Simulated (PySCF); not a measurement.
A structure optimised at PBE0-D3(BJ)/def2-SVP, used in a PySCF frequency run:

```
C
H 1 1.1012
H 1 1.1033 2 107.57
C 1 1.5518 2 115.11 3 123.46
H 4 1.1014 1 114.22 2 -78.36
H 4 1.1034 5 107.07 1 -122.77
Si 1 1.9031 2 118.27 3 -122.45
H 7 1.4940 1 112.52 2 -36.34
Si 4 1.9219 5 116.87 6 -121.68
H 9 1.4942 4 118.19 5 88.85
H 9 1.4953 10 109.72 4 129.29
Cl 7 2.0762 8 107.24 1 -129.95
```

### Question
Write its SMILES and formula.

### Answer
Cl[Si@@H]1CC[SiH2]1, C2H7ClSi2

### Question
What are its rotational constants (standard atomic weights)?

### Answer
4.8014, 1.4252, 1.2138 GHz
